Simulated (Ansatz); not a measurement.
The cluster PdCl2⁻. The state is a doublet with charge -1. Geometry r2SCAN-D4/def2-TZVP, that of the neutral singlet; atoms count from 1.

```
atom   x (Å)   y (Å)   z (Å)
 Pd1  -0.296  -0.512  -0.709
 Cl2   0.991   1.231  -0.701
 Cl3  -0.695  -0.719   1.410
```

In the def2 sets Pd takes a core potential; there is no spin–orbit coupling. The structure comes from a short search, and lower isomers may exist.

Estimate the Mulliken populations from the PBE0/def2-TZVPD orbitals of Ansatz.


| atom | charge (e) | spin (α − β) | d electrons |
| --- | --- | --- | --- |
| Pd1 | 0.13 | 0.68 | 9.03 |
| Cl2 | -0.57 | 0.16 | – |
| Cl3 | -0.57 | 0.16 | – |
Mulliken values and Mayer orders depend strongly on the basis. With diffuse functions, as here, like atoms can get unlike values, and bond orders can come out too low or too high.

Where does the spin sit?

Summed by element: Pd 0.68, Cl 0.32, of 1 unpaired in all. Largest on single atoms: Pd1 0.68, Cl2 0.16, Cl3 0.16.

And the Mayer bond orders between bonded heavy atoms (over 0.3)?

Pd1–Cl2 0.83 (2.17 Å); Pd1–Cl3 0.83 (2.17 Å).
